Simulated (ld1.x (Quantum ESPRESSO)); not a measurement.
# Al (Z = 13), RRKJ: configuration errors across variants

ld1.x (Quantum ESPRESSO) 7.5 input, shortened:

```
&input
   title='Al', zed=13., rel=1, dft='PBE', iswitch=3,
   config='[Ne] 3s2 3p1'
 /
 &inputp
   pseudotype=2, tm=.false., rho0=0.02, lloc=1,
   nlcc=.true.
 /
2
3S  1  0   2.00   0.00  1.80  1.80  0.0
3P  2  1   1.00   0.00  2.40  2.40  0.0
 &test
   configts(1)='3s2 3p1'
 /
```

All-electron excitation energies from the reference (eV): (1) 3s2 3p0 5.761; (2) 3s1 3p0 24.987; (3) 3s2 3p0.5 2.086; (4) 3s1 3p2 5.139; (5) 3s0 3p3 10.451; (6) 3s1 3p1 11.571; (7) 3s2 3p1.3 -0.575.

3 further variants failed, have other tests or too few solved ones, and are left out.

Errors AE − PS in meV (a dash: test not solved or not reliable):

| change | (1) | (2) | (3) | (4) | (5) | (6) | (7) | bound ghosts |
| --- | --- | --- | --- | --- | --- | --- | --- | --- |
| base | +0.5 | +17 | 0.0 | -0.4 | -1.1 | +3.8 | 0.0 | none |
| all radii but the core radius scaled by about 1.05 (s 1.88, p 2.52 bohr) | +0.5 | +17 | 0.0 | -0.2 | -0.1 | +4.0 | 0.0 | none |
| all radii but the core radius scaled by about 1.20 (s 2.16, p 2.88 bohr) | +0.3 | +14 | 0.0 | -0.5 | -1.4 | +4.0 | 0.0 | none |
| all radii but the core radius scaled by about 1.28 (s 2.30, p 3.08 bohr) | 0.0 | +8.4 | 0.0 | -2.1 | -8.4 | +2.6 | 0.0 | none |
| all radii but the core radius scaled by about 1.38 (s 2.48, p 3.30 bohr) | -0.1 | +1.6 | 0.0 | -5.3 | -23 | -0.7 | 0.0 | none |

Q: Give the same row for: all radii but the core radius scaled by about 1.14 (s 2.06, p 2.74 bohr).

A: +0.4, +16, 0.0, -0.5, -1.4, +3.9, 0.0; bound ghosts: none.
